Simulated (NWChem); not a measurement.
Molecule: isocyanic acid (CHNO); SMILES N=C=O

```xyz
4

N      0.1655     1.1780     0.0000
C     -0.0132    -0.0279     0.0000
O     -0.0298    -1.2024     0.0000
H     -0.5663     1.8721     0.0000
```
Atoms are numbered in this order, from 1.

Program: NWChem. Structure relaxed at the B3LYP/6-31G* (spherical d) level. Atomic charges in e: unrestrained fits to the electrostatic potential beside Mulliken populations; the two definitions need not agree.

Question: What does the run give for B3LYP/def2-SVP? Quantities: ESP N1; Mulliken N1; ESP C2; Mulliken C2; ESP O3; Mulliken O3; relative RMS misfit of the potential (%).

Answer: 
```yaml
ESP N1: -0.63
Mulliken N1: -0.14
ESP C2: 0.65
Mulliken C2: 0.10
ESP O3: -0.37
Mulliken O3: -0.13
relative RMS misfit of the potential (%): 17
```
